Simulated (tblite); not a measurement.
Compound: 2,2,2-trifluoroethanesulfonyl chloride, C2H2ClF3O2S.
Bonds: O1–S2 (double), S2–O3 (double), S2–Cl4, S2–C5, C5–C6, C6–F7, C6–F8, C6–F9. Hydrogens: H10, H11 on C5.

Computed with GFN2-xTB (tblite), gas phase: L-BFGS steps from a force-field or distance-geometry start until the largest atomic force falls under 0.01 eV/Å.

Geometry at step 5:
```
atom  x, y, z in Å
O1      1.3748    1.6262    0.3122
S2      1.2298    0.2500    0.6119
O3      0.9455   -0.2039    1.9235
Cl4     2.9292   -0.6579    0.0274
C5      0.0038   -0.4676   -0.5283
C6     -1.3350    0.1525   -0.1885
F7     -2.2978   -0.3294   -0.9966
F8     -1.7276   -0.1014    1.0573
F9     -1.3493    1.4750   -0.3334
H10     0.2753   -0.1993   -1.5461
H11    -0.0431   -1.5415   -0.3655
```

**Question.** Give the atomic forces at this geometry.

**Answer.** 
```
atom  Fx (eV/Å)  Fy (eV/Å)  Fz (eV/Å)
  O1      0.039      0.170      0.100
  S2     -0.233     -0.007     -0.002
  O3      0.038      0.082      0.140
 Cl4     -0.015     -0.102     -0.107
  C5     -0.092     -0.011     -0.050
  C6     -0.040     -0.005     -0.008
  F7      0.008      0.015      0.021
  F8      0.094     -0.097      0.019
  F9      0.115      0.005     -0.068
 H10      0.035     -0.069      0.006
 H11      0.051      0.017     -0.050
```

The largest, 0.23 eV/Å, acts on S2; the rms over all components is 0.079 eV/Å. The forces sum to zero within rounding, as they must for an isolated molecule in no field.

**Question.** Give the force on S2 in Eh/bohr and in nN.

**Answer.** 0.233 eV/Å ÷ 51.422 = 0.00453 Eh/bohr, and 0.233 eV/Å × 1.602 = 0.37 nN.

**Question.** How far is this geometry from the end of the optimisation?

**Answer.** 0.019 eV above it, and 0.036 Å rms away after alignment. The bonds farthest from their final lengths, with half the difference of the two atoms' forces along the bond (positive lengthens):

```
  bond  now (Å)  final (Å)  force along bond (eV/Å)
S2–Cl4    2.013      2.021                    +0.13
 C5–C6    1.514      1.508                    -0.02
 S2–C5    1.822      1.826                    -0.03
 C6–F7    1.346      1.343                    -0.03
 O1=S2    1.416      1.417                    +0.09
```

The angle farthest from its final value is Cl4–S2–C5, 102.0° against 98.6°.
